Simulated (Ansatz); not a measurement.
Job for Ansatz (a program for electronic structure): R-B3LYP/cc-pVTZ on CH5BSe (SMILES CB[SeH]), a point of a bond scan (R = 1.096 Å).

Ansatz 0.2 input:
```yaml
crystal:
  periodic: [false, false, false]
  atoms:
    - {symbol: B, position_ang: [-0.15281115, -0.55344157, 1.06257556]}
    - {symbol: H, position_ang: [-1.13195865, -0.58935052, 1.73549546]}
    - {symbol: C, position_ang: [1.16908035, -1.26447540, 1.48164381]}
    - {symbol: H, position_ang: [0.97857175, -2.33313654, 1.63198235]}
    - {symbol: H, position_ang: [1.49361377, -0.88848570, 2.45849675]}
    - {symbol: H, position_ang: [2.00004339, -1.16077437, 0.78257232]}
    - {symbol: Se, position_ang: [-0.23400099, 0.42531987, -0.59759198]}
    - {symbol: H, position_ang: [-1.63466303, 0.86493165, -0.49316030]}
basis:
  gaussian:
    orbitals: cc-pVTZ
    pivot_positions_ang: [[-0.15281115, -0.55344157, 1.06257556], [-1.13195865, -0.58935052, 1.73549546], [1.16908035, -1.26447540, 1.48164381], [0.97857175, -2.33313654, 1.63198235], [1.49361377, -0.88848570, 2.45849675], [2.00004339, -1.16077437, 0.78257232], [-0.23400099, 0.42531987, -0.59759198], [-1.63466303, 0.86493165, -0.49316030]]
hamiltonian:
  xc: {name: B3LYP}
scf: {lower_state_search: off}
output: {orbitals: {seedname: ./end}}
```

Program output:

```
WARN ansatz: RAYON_NUM_THREADS=1 ignored (pool sized by the plan → 1); use --threads N
Functional definition: B3LYP
these checks for a lower state are left out or cut short: stability, starts, cluster_reference, orbital_swaps, neighbouring_geometries, increment
integrals: 0.08 GiB planned
1087 factors; their error is unknown
mean field: 0.79 GiB planned
mean field evaluation 1: about -67140.7538 eV, gradient 5.5e1 eV
mean field evaluation 2: about -67134.7062 eV, gradient 6.8e1 eV
mean field evaluation 4: about -67147.9345 eV, gradient 4.4e0 eV
mean field evaluation 8: about -67147.9854 eV, gradient 2.6e-2 eV
mean field evaluation 16: about -67148.2563 eV, gradient 1.7e-5 eV
mean field -67148.25625264 eV, -2467.6529025616 hartree, gradient 4.8e-6 eV, S^2 0.000000; 0 other end points of the search recorded, 0 dependent functions left out
reference -67148.25649466 eV, -2467.6529114557 hartree; 25, 25 occupied and 148, 148 virtual orbitals, 1087 factors
Total energy: -67148.25649466 eV, -2467.6529114557 hartree
Checks for a lower state left out: stability, starts, cluster_reference, orbital_swaps, neighbouring_geometries, increment
```

Self-consistency was reached.

Cost: very roughly 2.6 core-seconds.
